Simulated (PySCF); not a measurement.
## Radial density of Ca⁺ (calcium, charge +1)

PBE, [Ar] 4s1, 2S determinant. Calculation: PySCF 2.14, in 6-31G* (5s4p3d, 32 functions); no relativity, point nucleus.

| r (bohr) | 4πr²ρ (e/bohr) | 4πr²(ρα − ρβ) |
| --- | --- | --- |
| 0.00143 | 0.1273 | 0.0000 |
| 0.00241 | 0.3517 | 0.0001 |
| 0.00406 | 0.9382 | 0.0003 |
| 0.00682 | 2.364 | 0.0008 |
| 0.0115 | 5.570 | 0.0019 |
| 0.0193 | 11.52 | 0.0039 |
| 0.0325 | 19.44 | 0.0060 |
| 0.0546 | 23.44 | 0.0050 |
| 0.0919 | 18.96 | -0.0004 |
| 0.155 | 18.37 | 0.0054 |
| 0.260 | 24.59 | 0.0191 |
| 0.437 | 12.90 | 0.0000 |
| 0.735 | 6.207 | 0.0456 |
| 1.24 | 6.796 | 0.0097 |
| 2.08 | 1.448 | 0.1286 |
| 3.50 | 0.3767 | 0.3497 |
| 5.89 | 0.06366 | 0.0637 |
| 9.90 | 0.0001909 | 0.0002 |
